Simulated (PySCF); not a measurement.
# Telling isomers of C8H8O3 apart by NMR

Method: structure optimised with GFN2-xTB, σ from GIAO-PBE0/pcSseg-1, in PySCF 2.14.0 with density-fitted response routines (a single conformation, non-relativistic Hamiltonian, in vacuum, averaged over atoms made equivalent by symmetry, fast rotation or ring inversion).

Referencing at the same level of theory: ¹H and ¹³C against TMS. Where no couplings were computed, multiplicities follow the n + 1 count of equivalent neighbours, and m marks all less simple cases (inequivalent or close neighbours, rings, F or P nearby). Shifts are as computed. Against solution values, carbons near 30 ppm lie about +3 ppm off and those near 130 ppm about +5 ppm (rms about the fit 2.1 ppm; single classes can miss by 10 ppm). Of 1328 compounds with measured shifts, 309 miss one by over three times the rms of a fit or turn the order of signals round; such compounds aren't used in these exercises. Signals without a measured value on file couldn't be tested in this way; 1H shifts scatter by 0.2 ppm about their fit, and single ones miss by 0.5 ppm. OH and NH positions are gas-phase values without hydrogen bonding to other molecules.

(1) Tabulate the signals of `C=CC1=CC[C@H](OC=O)C1=O`, `Cc1cccc(OC=O)c1O` and their relative energies.

(2) What is the quickest way to tell C=CC1=CC[C@H](OC=O)C1=O from Cc1cccc(OC=O)c1O?

Results:

(1) 
| SMILES | carbon types | δC | δH | E rel. (kcal/mol) |
| --- | --- | --- | --- | --- |
| C=CC1=CC[C@H](OC=O)C1=O | 2×C 4×CH 2×CH2 | 206.1, 166.3, 164.7, 144.8, 134.6, 130.9, 73.6, 37.4 | 8.29 (s, 1H), 7.51 (m, 1H), 7.38 (m, 1H), 6.69 (m, 1H), 6.32 (m, 1H), 5.88 (m, 1H), 3.05 (m, 1H), 2.79 (m, 1H) | 25.5 |
| Cc1cccc(OC=O)c1O | 3×C 4×CH 1×CH3 | 164.3, 150.4, 146.2, 136.7, 135.0, 126.2, 123.3, 21.1 | 9.72 (br s, 1H), 8.15 (s, 1H), 7.45 (d, 1H), 7.29 (d, 1H), 7.02 (m, 1H), 2.47 (s, 3H) | 0.0 |

Energies are electronic energies at PBE0/pcSseg-1 on these geometries, without zero-point or thermal terms, each for the one conformer computed, which needn't be the lowest.

(2) Both give the same number of carbon signals, but DEPT or the intensities differ. The first has a terminal =CH2 carbon at 130.9 ppm, the second a methyl carbon on an aromatic ring (CH3) at 21.1 ppm. Their most deshielded carbons lie at 206.1 and 164.3 ppm.
